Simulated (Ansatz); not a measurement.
`C[N](C)[Sn][F]` → 2 C• + F• + 6 H• + N• + Sn•  (atomization)

Computed with Ansatz on PBE0-D4/def2-TZVP structures; ΔE is electronic, products minus reactants. CCSD(T)/CBS is the MP2 limit (def2-TZVPP, def2-QZVPP) plus CCSD(T) − MP2 in def2-TZVPP, frozen cores. This one scheme is used for every species, atoms too. DFT in def2-TZVPP. Open shells (•) are unrestricted, without spin–orbit coupling. Spin–orbit coupling would lower the free atoms: a little for C, F; strongly for Sn. def2 core potentials past Kr. For Sn outer-core shells are correlated without core-valence functions, so the limit isn't a true one: a few kJ/mol of doubt a bond, and 10 to 20 or more in all where bonds break to atoms. One conformer a species, not always the lowest.

```csv
level,ΔE (kJ/mol)
r2SCAN0-D4,3927.7
revPBE,3938.7
CCSD(T)/def2-SVP,3768.8
CCSD(T)/def2-TZVPP,3901.1
```

Q: What does CCSD(T)/CBS give? (Estimate.)

A: Computed: +4027.4 kJ/mol. The listed levels differ from it by -99.7, -88.7, -258.6, -126.3 kJ/mol.

Largest T1 diagnostic among the species: 0.017.

At CCSD(T), def2-SVP lies −258.6 kJ/mol from the extrapolated value and def2-TZVPP −126.3 kJ/mol: correlation converges slowly with the basis, and small sets miss more of it in the bonded molecule than in its fragments. From r2SCAN to r2SCAN0 (25 % exact exchange), in def2-TZVPP and without D4, ΔE moves by −84.5 kJ/mol: exact exchange takes away binding that semilocal exchange gives to molecules. The D4 term adds +39.8 kJ/mol with B3LYP and +20.8 kJ/mol with PBE0; it sums over pairs of atoms, weighted by their polarisabilities, and B3LYP, whose exchange is more repulsive, gets the larger term.

B3LYP here is the variant with VWN-RPA as its local correlation; programs differ in this.

For atomizations the MP2-based limit and the directly extrapolated one differ by several kJ/mol either way, and by 10 to 25 for some Ge, Se and Sn compounds, so smaller differences from it don't rank the levels.
